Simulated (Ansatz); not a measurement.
One geometry of the cluster HgF₂⁻, several levels of theory.

```yaml
crystal:
  periodic: [false, false, false]
  atoms:
    - {symbol: Hg, position_ang: [-0.194399, -0.273183, 0.218475]}
    - {symbol: F, position_ang: [0.335460, 1.369302, 1.644264]}
    - {symbol: F, position_ang: [-0.141071, -1.096119, -1.862729]}
basis:
  gaussian: {orbitals: def2-TZVPD, initial_orbitals: start.molden}
total_charge: -1
magnetization: {spin_polarized: true, initial_magnetization: 1}
hamiltonian: {xc: pbe, dispersion: d4}
scf: {omitted_lower_state_checks: [starts]}
output: {orbitals: {seedname: orbitals}}
```

The file start.molden holds the orbitals of an earlier run on this structure, at another level or in another basis.

```sh
$ ansatz run in.yaml --threads 4 --pin off --events-out ev --progress --plain --max-ram 3916MiB
```

Shortened log:

```
Functional definition: PBE
784 factors; their error is unknown
mean field evaluation 1: about -9610.2460 eV, gradient 6.5e0 eV
mean field evaluation 2: about -9610.3870 eV, gradient 1.7e-1 eV
mean field evaluation 4: about -9610.3784 eV, gradient 1.7e-3 eV
mean field evaluation 8: about -9610.3784 eV, gradient 9.7e-6 eV
mean field -9610.37837062 eV, -353.1748909717 hartree, gradient 9.7e-6 eV, S^2 0.751608; 0 other end points of the search recorded, 0 dependent functions left out
reference -9610.37840974 eV, -353.1748924093 hartree; 20, 19 occupied and 106, 107 virtual orbitals, 784 factors
Total energy: -9610.41875392 eV, -353.1763750309 hartree
Checks for a lower state left out: starts
```

Hardware: 4 threads of Arm Neoverse V2 on a shared host. Wall time 1 s.

The first input with `hamiltonian: {xc: {name: CAM-B3LYP}, dispersion: d4}` (abridged; 1.6 s):

```
Functional definition: CAM-B3LYP
mean field -9611.97540958 eV, -353.2335810713 hartree, gradient 2.3e-5 eV, S^2 0.756290
Total energy: -9612.00998733 eV, -353.2348517799 hartree
Checks for a lower state left out: starts
```

First input, but with `hamiltonian: {xc: {text: "exchange = 0.85*pbe_x + 0.15*exact_x\ncorrelation = pbe_c"}}` (abridged; 1.2 s):

```
Functional definition: unnamed
mean field -9609.38816093 eV, -353.1385014368 hartree, gradient 2.7e-5 eV, S^2 0.753675
Total energy: -9609.38819517 eV, -353.1385026954 hartree
Checks for a lower state left out: starts
```

As the first input, with `gaussian: {orbitals: "def2-TZVPPD.json", initial_orbitals: start.molden}`, `correlation: {method: ccsd_t}`, `scf: {omitted_lower_state_checks: [starts, cluster_reference]}` and without the key `hamiltonian` (abridged; 40 s):

```
Functional definition: HF
mean field -9564.74107689 eV, -351.4977513613 hartree, gradient 1.7e-6 eV, S^2 0.765606
2 core orbitals not correlated: weight in the atoms' cores, before any rotation towards them, 1.000 or more for the frozen orbitals, at most 0.000 for the correlated occupied ones
second order -32.16300601 eV of doubles, -0.00000000 eV of singles
cycle   1  -29.93999620 eV  change     2.2e0 eV  update   1.8e-1
cycle   2  -30.79268133 eV  change   -8.5e-1 eV  update   7.1e-2
cycle   3  -31.01160627 eV  change   -2.2e-1 eV  update   4.0e-2
cycle   4  -31.00747232 eV  change    4.1e-3 eV  update   1.9e-2
cycle   5  -30.97789187 eV  change    3.0e-2 eV  update   8.2e-3
cycle   6  -30.98253159 eV  change   -4.6e-3 eV  update   4.8e-3
cycle   7  -30.98975068 eV  change   -7.2e-3 eV  update   1.9e-3
cycle   8  -30.98990273 eV  change   -1.5e-4 eV  update   9.3e-4
cycle   9  -30.98952140 eV  change    3.8e-4 eV  update   4.1e-4
cycle  10  -30.99006957 eV  change   -5.5e-4 eV  update   2.0e-4
cycle  11  -30.98955927 eV  change    5.1e-4 eV  update   1.1e-4
cycle  12  -30.98951597 eV  change    4.3e-5 eV  update   6.2e-5
cycle  13  -30.98962301 eV  change   -1.1e-4 eV  update   3.3e-5
cycle  14  -30.98958576 eV  change    3.7e-5 eV  update   1.5e-5
perturbative correction -1.08240461 eV, -0.0397776357 hartree
Total energy: -9596.81306726 eV, -352.6763752682 hartree
Checks for a lower state left out: starts, cluster_reference
```

As the first input, with `hamiltonian: {xc: lda}` (abridged; 0.55 s):

```
Functional definition: SPW92
mean field -9573.92840030 eV, -351.8353792695 hartree, gradient 2.2e-5 eV, S^2 0.751058
Total energy: -9573.92843592 eV, -351.8353805781 hartree
Checks for a lower state left out: starts
```

As the first input, with `gaussian: {orbitals: def2-SVPD, initial_orbitals: start.molden}`, `hamiltonian: {xc: pbe0, dispersion: d4}` (abridged; 0.8 s):

```
Functional definition: PBE0
mean field -9602.42355006 eV, -352.8825567082 hartree, gradient 7.9e-6 eV, S^2 0.754907
Total energy: -9602.45723235 eV, -352.8837945097 hartree
Checks for a lower state left out: starts
```

First input, but with `hamiltonian: {xc: {text: "exchange = 0.90*pbe_x + 0.10*exact_x\ncorrelation = pbe_c"}}` (abridged; 1.2 s):

```
Functional definition: unnamed
mean field -9609.70658886 eV, -353.1502034477 hartree, gradient 2.1e-5 eV, S^2 0.752897
Total energy: -9609.70662464 eV, -353.1502047623 hartree
Checks for a lower state left out: starts
```

Geometry: PBE-D4/def2-TZVPD.

In the def2 sets Hg takes a core potential; there is no spin–orbit coupling. Correlated methods freeze 2 core orbitals; core or outer-core shells of Hg are correlated, in sets that lack core-valence functions. At PBE-D4/def2-TZVPD the highest occupied level of the charge -1 doublet lies above zero (up to 0.17 eV). By energy differences its removal costs 2.94 eV (vertical, to the charge 0 singlet, at PBE-D4/def2-TZVPD); a positive level beside a positive removal energy at the same level points to self-interaction error. The structure comes from a short search, and lower isomers may exist.
